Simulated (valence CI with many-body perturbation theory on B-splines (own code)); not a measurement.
# Bi⁴³⁺ in brief

Calculated by valence CI with perturbative core correlation (CI+MBPT): four valence electrons over a frozen Dirac-Fock core [Kr], a basis of 7 s, 7 p, 8 d, 6 f, 4 g, 1 h functions for each j, with the one-electron correlation potential Σ1, the two-electron term Σ2, the three-electron term Σ3, Breit, model QED; selected CI, second order for the rest, scaled by the run's own slope (own B-spline code, finite nucleus).

No measured spectrum was set against this ion. As an estimate, large intervals hold to a few tenths of a per cent, small ones and those within an open d or f shell to about a per cent. The list stops below the first excitations out of the core.

Levels are named by their leading jj configuration (3d3/2^4 stands for four electrons in 3d with j = 3/2), which in mixed levels can hold well under half, so a name can repeat and another be missing.

Rates and lifetimes use the calculated energies. Strong lines usually hold to 10 to 20 %, long lifetimes can be off by a factor of two.

Problem. What is the ground level?

Solution. (4d3/2^4) J=0, composition 60 % 4d4 3P + 26 % 4d4 5D + 14 % 4d4 1S.

Problem. How well does LS coupling describe the low levels?

Solution. Among the lowest 20 levels the leading LS term, summed over configurations, holds 48 % on average. For single configurations the figures are 48 % in LS and 97 % in jj coupling. Terms mix most in the J = 4 level at 35.35 eV, where the leading one holds 28 %.

Problem. Name the longest-lived excited levels whose lifetime is computed, and their main decay.

Solution. (4d3/2^2 4d5/2^2) J=6 at 69.07 eV lives 14.7 ms, mostly by E2 to (4d3/2^3 4d5/2) J=4; (4d3/2^3 4d5/2) J=3 at 37.85 eV lives 11.8 ms, mostly by M1 to (4d3/2^3 4d5/2) J=4. The lifetime of (4d3/2^3 4d5/2) J=4 is too uncertain to give, and may be longer.

Problem. What is the ionisation energy?

Solution. 2191.3 eV; NIST lists 2190 ± 4 eV (theoretical).
